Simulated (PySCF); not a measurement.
Species: C₈H₅OP.
SMILES: `C#Cc1ccpc(C=O)c1`

Computed with PySCF 2.14.0, density-fitted response routines, TDDFT PBE0/def2-SVPD, vertical, gas phase, core orbitals frozen in the response. Isolated species at its GFN2-xTB geometry (one conformer only). Torsions of this conformer, `[CH:1]#[C:2][c:3]1[cH:4][cH:5][p:6][c:7]([CH:8]=[O:9])[cH:10]1`: P6–C7–C8–O9 180°.

Computed states:

```tsv
state	E (eV)	f
S1	3.40	0.0003
S2	3.94	0.074
S3	4.42	0.0037
S4	4.49	0.209
S5	4.51	0.0038
S6	4.79	0.0000
S7	5.12	0.0060
S8	5.20	0.450
```

Each state is given a Gaussian of 0.5 eV full width at half maximum, with ε(max) = 2.175×10⁸ f / Δν̃ (Δν̃ the width in cm⁻¹). The cross-section is σ = 3.8235×10⁻²¹ ε cm², given in Mb (10⁻¹⁸ cm²). The width is an assumption, not a result. The curve ends short of the highest state used, and states not computed would add to its high-energy end.

(1) Give the broadened spectrum and its maxima.

(2) On this curve, what absorbance would a 10⁻⁴ mol/L sample give at 280 nm over a 1 cm path?

(3) Coming from long wavelengths, where does ε first pass 100 L mol⁻¹ cm⁻¹?

(4) Does any computed singlet lie in the visible range?

## Answers

(1) 
```
λ (nm)  σ (Mb)
 269.8   41.17
 278.3   45.16
 286.9   36.00
 295.5   24.88
 304.1   19.40
 312.7   17.32
 321.2   14.67
 329.8   10.59
 338.4    6.44
 347.0    3.36
 355.6    1.55
 364.1    0.66
 372.7    0.27
 381.3    0.11
 389.9    0.05
 398.5    0.03
 407.0    0.01
 415.6    0.01
 424.2    0.00
 432.8    0.00
 441.4    0.00
 449.9    0.00
 458.5    0.00
 467.1    0.00
```

Maxima: 276 nm (4.49 eV), ε about 12000, made up of S4 (95%) (ε in L mol⁻¹ cm⁻¹; maxima over ε = 5, shares over 10%).

(2) 280 nm is 4.428 eV, where ε is about 12000 L mol⁻¹ cm⁻¹, so A = ε c l ≈ 1.2 (Beer–Lambert, with the gas-phase spectrum and the assumed width).

(3) At about 369 nm (3.36 eV), 0.05 eV below S1.

(4) No computed singlet lies in the visible range (380 to 750 nm); the lowest, at 364 nm, stands 0.14 eV above its violet end (3.26 eV); a Tamm–Dancoff triplet lies at 464 nm, without intensity as long as spin–orbit coupling is left out.

Hardware: an Arm Neoverse V2 with one thread, shared host. Cost: 47 s, 0.97 GiB resident at most.
